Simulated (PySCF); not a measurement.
## `C=Cc1pc(C=C)c(C)[p-]1`: 4 charge schemes on one density

Compound: C₈H₉P₂ (charge -1).
Geometry (PBE0-D3(BJ)/def2-SVP, Å), atoms numbered from 1 in this order:
```xyz
19
C8H9P2 angstrom
C      3.306   -0.970    0.792
C      2.485   -1.109   -0.269
C      1.036   -0.990   -0.321
P      0.022   -0.620    1.055
C     -1.499   -0.678    0.152
C     -2.789   -0.436    0.784
C     -3.052   -0.071    2.055
C     -1.401   -0.976   -1.226
C     -2.595   -1.065   -2.139
P      0.206   -1.240   -1.856
H      2.917   -0.735    1.788
H      4.388   -1.088    0.686
H      2.958   -1.346   -1.235
H     -3.659   -0.570    0.127
H     -2.248    0.091    2.779
H     -4.081    0.070    2.399
H     -2.282   -1.314   -3.166
H     -3.159   -0.116   -2.192
H     -3.313   -1.843   -1.821
```

Density: PBE0/pcSseg-1 (PySCF); schemes: Mulliken, IAO, Hirshfeld and ESP-fitted. Isolated species at its PBE0-D3(BJ)/def2-SVP geometry (one conformer only). The pcSseg-1 basis has no diffuse functions, a weakness for an anion.

Q: Do the Mulliken, IAO, Hirshfeld and ESP-fitted schemes agree on where the charge is lowest?

A: The schemes don't all agree: Mulliken C3 (-0.689); IAO C3 (-0.473); Hirshfeld C1 (-0.167); ESP-fitted C1 (-0.569).

Q: Do the Mulliken, IAO, Hirshfeld and ESP-fitted schemes agree on where the charge is highest?

A: The schemes don't all agree: Mulliken P4 (+0.313); IAO P4 (+0.142); Hirshfeld H14 (+0.025); ESP-fitted C8 (+0.285).

Q: Give the atomic charges in each scheme.

A: In e:

```json
{"atom": "C1", "environment": "terminal =CH2 carbon", "Mulliken": "-0.218", "IAO": "-0.387", "Hirshfeld": "-0.167", "ESP-fitted": "-0.569"}
{"atom": "C2", "environment": "alkene CH carbon", "Mulliken": "-0.103", "IAO": "-0.108", "Hirshfeld": "-0.072", "ESP-fitted": "-0.119"}
{"atom": "C3", "environment": "substituted aromatic carbon", "Mulliken": "-0.689", "IAO": "-0.473", "Hirshfeld": "-0.164", "ESP-fitted": "+0.208"}
{"atom": "P4", "environment": "phosphorus bonded to 2 C", "Mulliken": "+0.313", "IAO": "+0.142", "Hirshfeld": "-0.081", "ESP-fitted": "-0.383"}
{"atom": "C5", "environment": "substituted aromatic carbon", "Mulliken": "-0.346", "IAO": "-0.263", "Hirshfeld": "-0.111", "ESP-fitted": "-0.082"}
{"atom": "C6", "environment": "alkene CH carbon", "Mulliken": "-0.165", "IAO": "-0.117", "Hirshfeld": "-0.064", "ESP-fitted": "-0.065"}
{"atom": "C7", "environment": "terminal =CH2 carbon", "Mulliken": "-0.194", "IAO": "-0.379", "Hirshfeld": "-0.162", "ESP-fitted": "-0.515"}
{"atom": "C8", "environment": "substituted aromatic carbon", "Mulliken": "-0.493", "IAO": "-0.247", "Hirshfeld": "-0.096", "ESP-fitted": "+0.285"}
{"atom": "C9", "environment": "benzylic-type carbon", "Mulliken": "-0.179", "IAO": "-0.404", "Hirshfeld": "-0.135", "ESP-fitted": "-0.479"}
{"atom": "P10", "environment": "phosphorus bonded to 2 C", "Mulliken": "+0.262", "IAO": "+0.126", "Hirshfeld": "-0.119", "ESP-fitted": "-0.564"}
{"atom": "H11", "environment": "vinylic hydrogen", "Mulliken": "+0.105", "IAO": "+0.131", "Hirshfeld": "+0.016", "ESP-fitted": "+0.196"}
{"atom": "H12", "environment": "vinylic hydrogen", "Mulliken": "+0.076", "IAO": "+0.117", "Hirshfeld": "+0.014", "ESP-fitted": "+0.156"}
{"atom": "H13", "environment": "vinylic hydrogen", "Mulliken": "+0.070", "IAO": "+0.120", "Hirshfeld": "+0.018", "ESP-fitted": "+0.148"}
{"atom": "H14", "environment": "vinylic hydrogen", "Mulliken": "+0.072", "IAO": "+0.117", "Hirshfeld": "+0.025", "ESP-fitted": "+0.124"}
{"atom": "H15", "environment": "vinylic hydrogen", "Mulliken": "+0.105", "IAO": "+0.134", "Hirshfeld": "+0.017", "ESP-fitted": "+0.192"}
{"atom": "H16", "environment": "vinylic hydrogen", "Mulliken": "+0.074", "IAO": "+0.118", "Hirshfeld": "+0.015", "ESP-fitted": "+0.137"}
{"atom": "H17", "environment": "methyl hydrogen", "Mulliken": "+0.100", "IAO": "+0.129", "Hirshfeld": "+0.022", "ESP-fitted": "+0.154"}
{"atom": "H18", "environment": "methyl hydrogen", "Mulliken": "+0.106", "IAO": "+0.123", "Hirshfeld": "+0.023", "ESP-fitted": "+0.088"}
{"atom": "H19", "environment": "methyl hydrogen", "Mulliken": "+0.106", "IAO": "+0.122", "Hirshfeld": "+0.023", "ESP-fitted": "+0.086"}
```

Mean size of the charges over all atoms: ESP-fitted 0.239 e, Mulliken 0.199 e, IAO 0.198 e, Hirshfeld 0.071 e. Each set sums to the total charge, -1, to within 0.001 e. The Hirshfeld scheme divides the density at each point in proportion to the densities of the neutral, spherically averaged free atoms.

Q: How closely do the schemes follow one another over all atoms?

A: Correlation coefficient and root-mean-square difference: Mulliken with IAO 0.87, 0.123 e; IAO with Hirshfeld 0.86, 0.166 e; Hirshfeld with ESP-fitted 0.68, 0.244 e; Mulliken with Hirshfeld 0.62, 0.212 e; IAO with ESP-fitted 0.38, 0.291 e; Mulliken with ESP-fitted -0.09, 0.398 e.

Q: How many electrons does the Mulliken scheme count on C7?

A: Z − q = 6 − (-0.194) = 6.194.

Q: Sum the charges by element.

A: 
```tsv
element	atoms	Mulliken	IAO	Hirshfeld	ESP-fitted
C	8	-2.389	-2.380	-0.972	-1.336
P	2	+0.575	+0.268	-0.200	-0.947
H	9	+0.814	+1.112	+0.172	+1.283
```
